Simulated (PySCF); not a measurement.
**Static response to an electric field**

Species: C4H7F3Si.
Geometry (GFN2-xTB, Å), atoms numbered from 1 in this order:
```xyz
15
C4H7F3Si angstrom
C     -2.589   -0.171    0.265
Si    -0.922   -0.427   -0.599
C      0.378    0.628    0.358
C      1.710    0.504   -0.265
F      1.870    1.159   -1.435
C      2.722   -0.227    0.185
F      3.909   -0.382   -0.394
F      2.660   -0.916    1.327
H     -3.367   -0.739   -0.235
H     -2.560   -0.498    1.300
H     -2.890    0.873    0.257
H     -0.482   -1.824   -0.534
H     -0.965    0.043   -1.985
H      0.082    1.676    0.337
H      0.440    0.310    1.397
```

Level: wB97X-D/def2-SVPD (PySCF), static field, nuclei fixed, core orbitals frozen in the response. The polarisability tensor in these axes (au):

```
x   98.44 -4.38  1.09
y   -4.38 67.58 -2.43
z    1.09 -2.43 69.44
```

Task: Give the principal values, the mean and the anisotropy Δα = √{½[(α1 − α2)² + (α2 − α3)² + (α1 − α3)²]}.

Result: Principal values 65.61, 70.73 and 99.11 au; mean 78.49 au = 11.63 Å³ = 12.94 × 10⁻⁴⁰ C²·m²/J; Δα = 31.26 au (40 % of the mean).

Task: What is the dipole moment, and where does it point?

Result: (-2.64, 0.34, 1.04) D, 2.86 D in size, pointing from the negative to the positive side. Measured along this direction, the outermost atoms are F7 at the negative end and H9 and H11 at the positive end.

Task: Refractivity n − 1 of an ideal gas of it at 500 K and 1 atm, from the electronic α?

Result: N = p/kT = 1.4678 × 10¹⁹ cm⁻³, so n − 1 = 2π × N × 11.63 × 10⁻²⁴ cm³ = 1073 × 10⁻⁶ at long wavelengths, for an ideal gas.

Task: What are the principal values of the traceless quadrupole moment, Θ = ½Σq(3rr − r²1), about the centre of nuclear charge?

Result: -3.65, 0.51, 3.14 D·Å. The values depend on the origin, since the dipole doesn't vanish. The electronic extent ⟨r²⟩ about the same centre is 1546 bohr², a root-mean-square distance of 2.45 Å for the 72 electrons.

Task: Along which axes do the principal values lie, and how far do the nuclei extend along each?

Result: Largest value along (0.99, -0.14, 0.05), where the nuclei span 7.14 Å; middle along (-0.11, -0.50, 0.86), 3.68 Å; least along (0.10, 0.85, 0.51), 3.49 Å. The response follows the extents in order.

Task: Form Σ f/ω² (atomic units) for the 8 lowest TDDFT singlets, given as eV and f, and set it beside the mean polarisability, which is this sum over all singlets: 6.42, 0.0081; 6.94, 0.0101; 7.43, 0.3924; 7.52, 0.1490; 7.85, 0.0387; 8.17, 0.0072; 8.51, 0.0163; 8.68, 0.0604.

Result: They add up to 8.82 au, 11.2 % of the 78.49 au; the largest single term is 5.27 au, from the state at 7.43 eV. Terms in order: 0.14, 0.15, 5.27, 1.95, 0.47, 0.08, 0.17, 0.59 au. Higher excitations give the rest. The strengths listed sum to 0.682.

One conformer (not necessarily the lowest) at the GFN2-xTB geometry, without solvent, vibrations or thermal averaging.

These values come from a run that also computed excited states. Time: 66 s; peak memory 0.95 GiB. Hardware: one thread of an Arm Neoverse V1, shared host.
